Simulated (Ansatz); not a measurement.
Compare A (`CS[C]1(F)[NH][AlH]1`) with its isomer B (`FC1N[CH2][AlH][S]1`).

Calculated with Ansatz (gas phase, PBE0-D4/def2-TZVP geometries, no zero-point term in ΔE). CCSD(T)/CBS adds triple-zeta CCSD(T) − MP2 to the extrapolated MP2 energy (def2 sets, frozen cores). Functionals use def2-TZVPP. One conformer a species, not always the lowest.

Question: Which isomer does CCSD(T)/CBS put lower? Give the gap. (An estimate is asked.)

Answer: Ansatz gave: B, by 41.4 kcal/mol.

Question: Give E(B) − E(A) in kcal/mol with PBE0-D4, PBE-D4, BLYP-D4, ωB97M-V, r2SCAN-D4, B2PLYP, MP2/def2-TZVPP. (Estimate.)

Answer: Ansatz gave: PBE0-D4 -43.1, PBE-D4 -39.6, BLYP-D4 -37.9, ωB97M-V -42.3, r2SCAN-D4 -41.0, B2PLYP -40.9, MP2/def2-TZVPP -41.9. None reverses the order clearly.

Question: Does the order hold for the free energy at 298.15 K (harmonic terms from PBE0-D4)? (Best estimate.)

Answer: The calculation gave: Yes: G(B) − G(A) = -37.9 kcal/mol, for one conformer each.

Largest T1 diagnostic: 0.014.

In def2-TZVPP, CCSD(T) changes the Hartree–Fock value by +4.6 kcal/mol (the triples alone add +0.9 kcal/mol) and MP2 by +5.2 kcal/mol. From BLYP to BHLYP (50 % exact exchange), in def2-TZVPP and without D4, E(B) − E(A) moves by −7.0 kcal/mol.
